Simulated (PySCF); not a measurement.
**[closo-1-(SH)B5H4]2-, charge -2**

Cartesian coordinates in Å; atom numbers follow the order of the lines, from 1:
```xyz
11

B    -0.1941    0.5758    1.0665
B     0.3725   -0.9629    0.0884
B     0.3836    0.5673   -0.4446
B    -1.0436   -0.8135    0.8913
B    -1.1419    0.0360   -0.5070
H    -0.0624    1.3472    2.0454
H     1.1631   -1.9326   -0.0523
S     1.7637    1.7644   -1.6798
H     2.6566    0.7742   -1.7001
H    -1.8084   -1.5487    1.6043
H    -2.0891    0.1928   -1.3120
```

Total charge -2.

Method used: GIAO PBE0/def2-SVP magnetisability, rotational g tensor and spin-rotation constants, non-relativistic, gas phase (PySCF). Geometry: GFN2-xTB.

For an ion the centre-of-mass motion in the field is neglected. The highest occupied orbital is unbound at this level, so the values depend on the basis.

Task: What are the magnetisability and the molar susceptibility?

Result: Isotropic -1497 × 10⁻³⁰ J/T², or -90.2 × 10⁻⁶ cm³/mol; principal values -1682, -1596, -1214 × 10⁻³⁰ J/T², anisotropy 432 × 10⁻³⁰ J/T² (root of half the summed squared differences of the principal values). The susceptibility is in cgs units.

Task: Split it along the inertial axes a, b, c into diamagnetic and paramagnetic parts about the centre of mass, with the quadrupole moment.

Result: 
| axis | χ (10⁻⁶ cm³/mol) | diamagnetic (10⁻⁶ cm³/mol) | paramagnetic (10⁻⁶ cm³/mol) | summed x² of all electrons (Å²) | quadrupole Θ (D Å) |
| --- | --- | --- | --- | --- | --- |
| a | -73.3 | -264.1 | 190.8 | 170.1 | -34.04 |
| b | -101.1 | -851.3 | 750.2 | 31.7 | +19.02 |
| c | -96.2 | -855.8 | 759.7 | 30.6 | +15.02 |

Anisotropies 2χaa − χbb − χcc = +50.7 and 2χbb − χaa − χcc = -32.8 × 10⁻⁶ cm³/mol. Θ is traceless in Buckingham's convention.

Task: And the rotational g tensor?

Result: 
```tsv
axis	rotational constant (GHz)	g	nuclear part	electronic part
a	8.5985	-0.1427	0.6281	-0.7708
b	1.5980	-0.0291	0.5342	-0.5633
c	1.5901	-0.0309	0.5366	-0.5675
```
Asymmetric top; isotopes 11B, 1H, 32S; no vibrational averaging.
